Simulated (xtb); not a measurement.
C4H9NaO, quintet, at the geometry of the source list (GFN-xTB shapes and energies of metal compounds can be far from the true ones) (a higher spin typed on purpose: for a closed-shell molecule this is an excited state); GFN1-xTB run with xtb 6.7.1.

Here is a job for xtb.
```
$ xtb mol.xyz --gfn 1 --chrg 0 --uhf 4 --json

# file mol.xyz
15

Na     1.75540000     2.12710000     1.42110000
O      0.33980000     0.98330000     1.23090000
C     -0.00320000     0.13190000     0.22460000
C      1.09250000    -0.92960000    -0.01160000
C     -1.31440000    -0.60360000     0.59010000
C     -0.23230000     0.89090000    -1.10010000
H      0.79550000    -1.64270000    -0.77630000
H      1.27870000    -1.46100000     0.91880000
H      2.01770000    -0.43470000    -0.32360000
H     -1.16720000    -1.15260000     1.51560000
H     -1.61260000    -1.29120000    -0.19690000
H     -2.09990000     0.12920000     0.74920000
H      0.69920000     1.37720000    -1.40690000
H     -0.98950000     1.65590000    -0.94480000
H     -0.55990000     0.22000000    -1.89000000
```

Q: Predict the main parts of the log of this xtb run.

A: 
```
   ID    Z sym.   atoms
    1   11 Na     1
    2    8 O      2
    3    6 C      3-6
    4    1 H      7-15

           -------------------------------------------------
          |                Calculation Setup                |
           -------------------------------------------------

molecular fragmentation (1/2 indicates fragments):
111112111111222
# atoms in fragment 1/2:    11     4
 fragment masses (1/2) :       81.07       15.03
CMA distance (Bohr)    :   4.037
constraining FC (au)   :  0.0500

           -------------------------------------------------
          |                 G F N 1 - x T B                 |
           -------------------------------------------------

          ...................................................
          :                      SETUP                      :
          :.................................................:
          :  # basis functions                  42          :
          :  # atomic orbitals                  42          :
          :  # shells                           30          :
          :  # electrons                        32          :
          :  # halogen bonds                     0          :
          :  max. iterations                   250          :
          :  Hamiltonian                  GFN1-xTB          :
          :  restarted?                      false          :
          :  GBSA solvation                  false          :
          :  PC potential                    false          :
          :  electronic temp.          300.0000000     K    :
          :  accuracy                    1.0000000          :
          :  -> integral cutoff          0.2500000E+02      :
          :  -> integral neglect         0.1000000E-07      :
          :  -> SCF convergence          0.1000000E-05 Eh   :
          :  -> wf. convergence          0.2000000E-04 e    :
          :  Broyden damping             0.4000000          :
          :  net charge                          0          :
          :  unpaired electrons                  4          :
          ...................................................

 iter      E             dE          RMSdq      gap      omega  full diag
   1    -17.6912102 -0.176912E+02  0.781E+00    0.06       0.0  T
   2    -17.8882228 -0.197013E+00  0.455E+00    0.08       1.0  T
   3    -17.8070130  0.812098E-01  0.324E+00    0.38       1.0  T
   4    -17.8853924 -0.783794E-01  0.210E+00    0.43       1.0  T
   5    -17.9554274 -0.700350E-01  0.831E-01    0.41       1.0  T
   6    -17.9836139 -0.281865E-01  0.360E-01    0.04       1.0  T
   7    -17.9811513  0.246263E-02  0.357E-01    0.09       1.0  T
   8    -17.9328004  0.483509E-01  0.108E+00    0.32       1.0  T
   9    -17.9738502 -0.410498E-01  0.472E-01    0.04       1.0  T
  10    -17.9750788 -0.122864E-02  0.468E-01    0.16       1.0  T
  11    -17.9804863 -0.540743E-02  0.312E-01    0.10       1.0  T
  12    -17.9849300 -0.444374E-02  0.682E-02    0.02       1.0  T
  13    -17.9851622 -0.232260E-03  0.520E-03    0.03       5.0  T
  14    -17.9851611  0.116191E-05  0.707E-03    0.04       3.7  T
  15    -17.9851632 -0.213715E-05  0.620E-04    0.03      41.7  T
  16    -17.9851632  0.223859E-07  0.750E-04    0.03      34.4  T
  17    -17.9851632 -0.234007E-07  0.355E-04    0.03      72.6  T
  18    -17.9851632 -0.441561E-08  0.159E-04    0.03     162.0  T
  19    -17.9851632 -0.100562E-08  0.702E-05    0.03     368.1  T

   *** convergence criteria satisfied after 19 iterations ***

         :::::::::::::::::::::::::::::::::::::::::::::::::::::
         ::                     SUMMARY                     ::
         :::::::::::::::::::::::::::::::::::::::::::::::::::::
         :: total energy             -17.786589722757 Eh    ::
         :: gradient norm              0.146450618714 Eh/a0 ::
         :: HOMO-LUMO gap              0.033917743681 eV    ::
         ::.................................................::
         :: SCC energy               -17.985163230583 Eh    ::
         :: -> electrostatic           0.040306338405 Eh    ::
         :: repulsion energy           0.204096016008 Eh    ::
         :: dispersion energy         -0.005522508182 Eh    ::
         :: halogen bond corr.         0.000000000000 Eh    ::
         :: add. restraining           0.000000000000 Eh    ::
         :: total charge              -0.000000000066 e     ::
         :::::::::::::::::::::::::::::::::::::::::::::::::::::

           -------------------------------------------------
          |                Property Printout                |
           -------------------------------------------------

    * Orbital Energies and Occupations

         #    Occupation            Energy/Eh            Energy/eV
      -------------------------------------------------------------
         1        2.0000           -0.8081311             -21.9904
       ...           ...                  ...                  ...
         6        2.0000           -0.5918815             -16.1059
         7        2.0000           -0.5901871             -16.0598
         8        2.0000           -0.5882779             -16.0079
         9        2.0000           -0.5428620             -14.7720
        10        2.0000           -0.5414978             -14.7349
        11        2.0000           -0.5337923             -14.5252
        12        2.0000           -0.5205111             -14.1638
        13        2.0000           -0.5194539             -14.1351
        14        2.0000           -0.5146714             -14.0049
        15        1.0000           -0.4766185             -12.9695
        16        1.0000           -0.4765779             -12.9683
        17        1.0000           -0.1667009              -4.5362
        18        0.6584           -0.1379081              -3.7527 (HOMO)
        19        0.3416           -0.1366617              -3.7188 (LUMO)
        20        0.0000           -0.1234086              -3.3581
        21                         -0.1003944              -2.7319
        22                         -0.0871229              -2.3707
        23                         -0.0816770              -2.2225
        24                         -0.0728057              -1.9811
        25                         -0.0557749              -1.5177
        26                         -0.0375580              -1.0220
        27                         -0.0219392              -0.5970
        28                         -0.0191275              -0.5205
        29                          0.0461170               1.2549
       ...                                ...                  ...
        42                          0.5893102              16.0359
      -------------------------------------------------------------
                  HL-Gap            0.0012465 Eh            0.0339 eV
             Fermi-level           -0.3166225 Eh           -8.6157 eV

  Mulliken/CM5 charges         n(s)   n(p)   n(d)
     1Na    0.15605  0.45451   0.541  0.303  0.000
     2O    -0.41600 -0.73560   1.787  4.629  0.000
     3C     0.37528  0.35524   1.099  2.526  0.000
     4C     0.02086 -0.12843   1.076  2.903  0.000
     5C     0.01453 -0.13231   1.065  2.920  0.000
     6C     0.02088 -0.12842   1.076  2.903  0.000
     7H    -0.00698  0.04639   1.007  0.000  0.000
     8H    -0.02520  0.02965   1.025  0.000  0.000
     9H    -0.04659  0.00655   1.047  0.000  0.000
    10H     0.00589  0.06111   0.994  0.000  0.000
    11H    -0.02586  0.02755   1.026  0.000  0.000
    12H     0.00591  0.06115   0.994  0.000  0.000
    13H    -0.04661  0.00654   1.047  0.000  0.000
    14H    -0.02519  0.02966   1.025  0.000  0.000
    15H    -0.00697  0.04640   1.007  0.000  0.000

Wiberg/Mayer (AO) data.
largest (>0.10) Wiberg bond orders for each atom

 ---------------------------------------------------------------------------
     #   Z sym  total        # sym  WBO       # sym  WBO       # sym  WBO
 ---------------------------------------------------------------------------
     1  11 Na   0.702 --    13 H    0.159     9 H    0.159     2 O    0.120
     2   8 O    2.070 --     3 C    1.425     6 C    0.127     4 C    0.127
                             5 C    0.120     1 Na   0.120
     3   6 C    3.820 --     2 O    1.425     4 C    0.781     6 C    0.781
                             5 C    0.772
     4   6 C    3.825 --     7 H    0.964     8 H    0.918     9 H    0.902
                             3 C    0.781     2 O    0.127
     5   6 C    3.819 --    11 H    0.961    12 H    0.933    10 H    0.933
                             3 C    0.772     2 O    0.120
     6   6 C    3.825 --    15 H    0.964    14 H    0.918    13 H    0.902
                             3 C    0.781     2 O    0.127
     7   1 H    1.086 --     4 C    0.964
     8   1 H    1.138 --     4 C    0.918
     9   1 H    1.194 --     4 C    0.902     1 Na   0.159
    10   1 H    1.041 --     5 C    0.933
    11   1 H    1.041 --     5 C    0.961
    12   1 H    1.041 --     5 C    0.933
    13   1 H    1.194 --     6 C    0.902     1 Na   0.159
    14   1 H    1.138 --     6 C    0.918
    15   1 H    1.086 --     6 C    0.964
 ---------------------------------------------------------------------------

Topologies differ in total number of bonds
Writing topology from bond orders to xtbtopo.mol

 dipole moment from electron density (au)
     X       Y       Z
  -1.1733  -0.9200  -0.1108  total (Debye):    3.800

           -------------------------------------------------
          | TOTAL ENERGY              -17.786589722757 Eh   |
          | GRADIENT NORM               0.146450618714 Eh/α |
          | HOMO-LUMO GAP               0.033917743681 eV   |
           -------------------------------------------------

normal termination of xtb
```
